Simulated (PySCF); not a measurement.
GeH6OSi, SMILES O[SiH2][GeH3]. Atoms are numbered in the order given.

```xyz
9

Si    -1.3043    -0.2455    -0.0983
O     -1.8081     1.1102    -0.9420
Ge     1.0382    -0.1637     0.2553
H     -1.9893    -0.3659     1.2261
H     -1.6713    -1.4172    -0.9356
H     -1.5735     1.9651    -0.5674
H      1.4115     1.1371     0.9924
H      1.7994    -0.1772    -1.0806
H      1.5255    -1.3480     1.1075
```
Charge 0, spin multiplicity 1.

Coordinates come from a ωB97X-D3(BJ)/def2-SVP optimisation. The values are those of a single conformer.

Two levels are set side by side: PBE/pcSseg-1 (PySCF) and KT2/pcSseg-1 (PySCF). GIAO shifts against GeH4 (⁷³Ge), H2O (¹⁷O), TMS (²⁹Si), TMS (¹H) at the same level; non-relativistic, no solvent, atoms listed together averaged. Differences are taken from unrounded values.

```tsv
quantity	KT2	PBE	PBE minus KT2
δ(²⁹Si) of Si1 (ppm)	-11.1	-12.4	-1.3
δ(¹⁷O) of O2 (ppm)	9.2	13.5	4.3
δ(⁷³Ge) of Ge3 (ppm)	-25.0	-25.0	0.0
δ(¹H) of H6 (ppm)	-0.02	0.07	0.08
```

Rough cost on one machine, each run with all the roots and properties that it gave: KT2 against PBE within a factor of 2.
